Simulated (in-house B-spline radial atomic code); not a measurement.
Sr II (Sr+) is squeezed into an impenetrable sphere of radius R (the orbitals vanish at R). Method: non-relativistic r2SCAN, spin-polarised, spherical fractional occupations, point nucleus. Calculated with an all-electron radial atomic-structure program (B-spline basis).

Energies in eV above the free ion in [Kr] 5s1:

| R (bohr) | highest level (eV) | [Kr] 5s1 | [Ar] 3d10 4s2 4p5 4f1 5s1 | [Ar] 3d9 4s2 4p6 4f1 5s1 |
| --- | --- | --- | --- | --- |
| 7.02 | -8.03 | 0.4221 | 35.01 | 153.1 |
| 6.11 | -7.17 | 1.13 | 37.17 | 155.3 |
| 5.45 | -5.85 | 2.29 | 39.98 | 158 |
| 4.45 | -0.945 | 6.97 | 48.84 | 166.6 |
| 3.42 | 16.1 | 26.82 | 76.97 | 193.4 |
| 3.07 | 29.9 | 46.1 | 100.7 | 216.1 |
| 2.6 | 64.2 | 103.9 | 166.7 | 280.4 |
| 2.09 | 148 | 283.9 | 358.5 | 474 |
| 1.99 | 176 | 351.9 | 428.9 | 546.4 |
| 1.23 | 798 | 2436 | 2483 | 2719 |

(1) Does [Ar] 3d10 4s2 4p5 4f1 5s1 fall below [Kr] 5s1 under compression?

(2) Does [Ar] 3d9 4s2 4p6 4f1 5s1 fall below [Kr] 5s1 under compression?

The highest level is first positive in the row R = 3.42 bohr, pushed up by confinement above the zero of the free ion's potential. Each configuration is held fixed and needn't be the lowest in the sphere.

## Answers

(1) No, it stays above over the whole range.

(2) No, it stays above over the whole range.
